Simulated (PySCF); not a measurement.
Compound: C₆H₁₁NSi₂.
Bonds: C1–C2, C2–C3 (triple), C3–C4, C4–C5 (triple), C5–C6, C6–N7, N7–Si8, N7–Si9. Hydrogens: H10, H11, H12 on C1; H13, H14 on C6; H15, H16, H17 on Si8; H18, H19, H20 on Si9.

Computed with PySCF at PBE0/pcSseg-1, non-relativistic, on one gas-phase PBE0-D3(BJ)/def2-SVP geometry that isn't relaxed in the solvent. The solvent is an IEF-PCM continuum (Bondi radii, 1.10 Å for H, scaled by 1.2). The model holds no explicit solvent molecules, cavitation or dispersion.

Gas phase at PBE0/pcSseg-1: HOMO -6.91 eV, LUMO -0.62 eV, dipole 1.17 D.

What does the continuum do to the energy, the frontier levels and the dipole at PBE0/pcSseg-1 in acetone and dimethylsulfoxide?

```
          solvent      ε  E(solvent) − E(gas) (kcal/mol)  polarisation term (kcal/mol)  distortion of the solute (kcal/mol)  HOMO (eV)  LUMO (eV)  dipole (D)
          acetone  20.49                           -4.11                         -4.92                                 0.81      -7.05      -0.72        1.31
dimethylsulfoxide  46.83                           -4.32                         -5.22                                 0.90      -7.06      -0.73        1.32
```

The polarisation term is half the interaction of the solute with the surface charges that it induces; the rest is the cost of distorting the solute's density. The sum is the electrostatic part of solvation alone. From acetone to dimethylsulfoxide the lowering changes by a factor 1.05, Onsager's factor (ε − 1)/(2ε + 1) by 1.04 and ε itself by 2.3.

Which radius a makes the point-dipole formula ΔE = −[(ε − 1)/(2ε + 1)]·μ²/a³ give the value in dimethylsulfoxide, with the gas-phase dipole?

μ = 0.461 au and |ΔE| = 0.00688 Eh give a = 1.30 Å; the farthest nucleus lies 5.74 Å from the centroid of the nuclei, so such a sphere wouldn't even hold the nuclei. The formula assumes a rigid point dipole at the centre of a sphere.

Which Hirshfeld charges (PBE0/pcSseg-1) respond most in acetone (means over atoms taken as equivalent)?

| atoms | environment | gas (e) | solvent (e) | change |
| --- | --- | --- | --- | --- |
| C3 | alkyne carbon | -0.065 | -0.091 | -0.026 |
| C4 | alkyne carbon | -0.052 | -0.076 | -0.024 |
| H13/H14 | methylene hydrogen | +0.056 | +0.066 | +0.010 |
| H10/H11/H12 | methyl hydrogen | +0.064 | +0.073 | +0.009 |
| C1 | propargylic carbon | -0.090 | -0.087 | +0.003 |
| C6 | sp3 carbon bound to nitrogen | -0.004 | -0.002 | +0.002 |
| Si8/Si9 | SiH3 silicon | +0.341 | +0.342 | +0.001 |
| C5 | alkyne carbon | -0.031 | -0.032 | -0.001 |
| N7 | nitrogen bridging silicon atoms | -0.255 | -0.256 | -0.001 |
| H15 (×6) | Si–H hydrogen | -0.078 | -0.079 | -0.001 |
| C2 | alkyne carbon | -0.018 | -0.017 | +0.001 |

Which Mayer bond orders change most in acetone?

```csv
bond,length (Å),gas,solvent,change
C1–C2,1.449,1.241,1.252,+0.011
C5–C6,1.462,1.057,1.067,+0.010
C6–N7,1.463,0.955,0.946,-0.009
C1–H10,1.102,0.925,0.916,-0.009
C6–H14,1.106,0.931,0.922,-0.009
C1–H11,1.102,0.924,0.916,-0.008
C1–H12,1.102,0.925,0.917,-0.008
C6–H13,1.106,0.932,0.924,-0.008
```

Time: 45 s; peak memory 1.2 GiB. Hardware: Arm Neoverse V1, one thread, shared host with 32 logical CPUs at a one-minute load of 20. This is the whole shielding run at PBE0/pcSseg-1 in dimethylsulfoxide, SCF included.

Shape of the structure used: `[CH3:1][C:2]#[C:3][C:4]#[C:5][CH2:6][N:7]([SiH3:8])[SiH3:9]`: C5–C6–N7–Si8 -85°.
